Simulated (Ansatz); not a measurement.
# Energy profile

The step: AlH₅O₄ ([OH][OH][AlH]([OH])[OH]) → AlH₃O₄ ([OH][Al]1([OH])[O][OH]1) + H₂; bonds formed: Al1–O7, H2–H5; dative contacts that become bonds: Al1–O6; bonds broken: Al1–H2, H5–O6 (atoms numbered as in the saddle structure below).

| atom | x (Å) | y (Å) | z (Å) |
| --- | --- | --- | --- |
| Al1 | -0.4537 | -0.1313 | 0.3051 |
| H2 | -1.0558 | 1.5160 | 0.1324 |
| O3 | 1.1390 | -0.1685 | 0.9098 |
| O4 | -1.7461 | -1.1151 | 0.7419 |
| H5 | -0.5722 | 1.3101 | -0.7535 |
| O6 | -0.0818 | 0.3509 | -1.4328 |
| O7 | 1.3003 | 0.4374 | -1.7749 |
| H8 | 1.4478 | -0.4370 | 1.7704 |
| H9 | -1.7125 | -2.0272 | 1.0193 |
| H10 | 1.7350 | 0.2646 | -0.9177 |

Electronic energies by CCSD(T) at an estimated basis limit (MP2 extrapolated from triple and quadruple zeta, plus CCSD(T) − MP2 in triple zeta), on PBE0-D4/def2-TZVP structures; AlH5O4, singlet; no counterpoise correction. Program: Ansatz 0.2.0. Basis: def2-TZVPP and def2-QZVPP. Cores are frozen in the correlated methods. Extrapolation: Hartree–Fock as exp(−7.88 √X), correlation as X^−2.97.

(1) Give the profile in kcal/mol, counted from the separated reactants. (Judge from chemistry; the value comes from the calculation.)

T1 diagnostic: at most 0.014.

Answers

(1) By the calculation:
```
                                                                                                                              point  kcal/mol
separated: AlH3O2 (linked as [OH][AlH][OH]; Al1, H2, O3, O4, H8, H9; singlet) + H2O2 (linked as [OH][OH]; H5, O6, O7, H10; singlet)      0.00
                                                                                                                    start structure    -22.45
                                                                                                                             saddle      0.30
                                                                                                                      end structure    -29.58
            separated: AlH3O4 (linked as [OH][Al]1([OH])[O][OH]1; Al1, O3, O4, O6, O7, H8, H9, H10; singlet) + H2 (H2, H5; singlet)    -28.81
```

For scale, one of the runs: CCSD(T)/def2-TZVPP, 236 basis functions, launched by `ansatz run in.yaml --threads 4 --pin off --events-out ev --progress --plain --max-ram 9574MiB`. Hardware: 4 CPU threads of an Arm Neoverse V1, shared host. Wall time 2.6 min; peak host memory 4.5 GiB.
